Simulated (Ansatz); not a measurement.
Ansatz (a program for electronic structure) job for Nb(S)(F)(NH2)2 (FH4N2NbS), SMILES [NH2][Nb]([NH2])([F])=[S], multiplicity 1, PBE/def2-SVPD. Coordinates come from a r2SCAN-D4/def2-SVP optimisation. The spin state was assumed, not searched. The structure was generated by enumeration; whether it is a known compound was not checked. The def2 effective core potentials stand for the cores of Nb; spin–orbit coupling is left out. One conformer was computed; it need not be the lowest.

Ansatz 0.2 input:
```yaml
crystal:
  periodic: [false, false, false]
  atoms:
    - {symbol: Nb, position_ang: [-0.18941723, -0.03005131, 0.00000000]}
    - {symbol: S, position_ang: [1.96894753, -0.01902283, -0.00000000]}
    - {symbol: F, position_ang: [-0.94474052, -1.75594955, 0.00000001]}
    - {symbol: N, position_ang: [-0.80355051, 0.89729426, -1.61632040]}
    - {symbol: H, position_ang: [-1.78162272, 1.10231552, -1.82349970]}
    - {symbol: H, position_ang: [-0.21071843, 1.28663213, -2.34763632]}
    - {symbol: N, position_ang: [-0.80355051, 0.89729428, 1.61632039]}
    - {symbol: H, position_ang: [-0.21071841, 1.28663216, 2.34763631]}
    - {symbol: H, position_ang: [-1.78162271, 1.10231555, 1.82349968]}
basis:
  gaussian:
    orbitals: def2-SVPD
hamiltonian:
  xc: {name: PBE}
```

It prints:

```
WARN ansatz: RAYON_NUM_THREADS=1 ignored (pool sized by the plan → 1); use --threads N
Functional definition: PBE
integrals: 0.10 GiB planned
1338 factors; their error is unknown
mean field: 0.61 GiB planned
mean field evaluation 1: about -18118.9458 eV, gradient 9.4e1 eV
mean field evaluation 2: about -17984.8059 eV, gradient 2.4e2 eV
mean field evaluation 4: about -18123.9479 eV, gradient 7.0e1 eV
mean field evaluation 8: about -18136.4549 eV, gradient 1.2e0 eV
mean field evaluation 16: about -18136.4169 eV, gradient 1.4e-3 eV
mean field -18136.41694474 eV, -666.5010294143 hartree, gradient 2.1e-5 eV, S^2 0.000000; 0 other end points of the search recorded, 0 dependent functions left out
reference -18136.41700744 eV, -666.5010317183 hartree; 28, 28 occupied and 128, 128 virtual orbitals, 1338 factors
Total energy: -18136.41700744 eV, -666.5010317183 hartree
```

Self-consistency was reached.
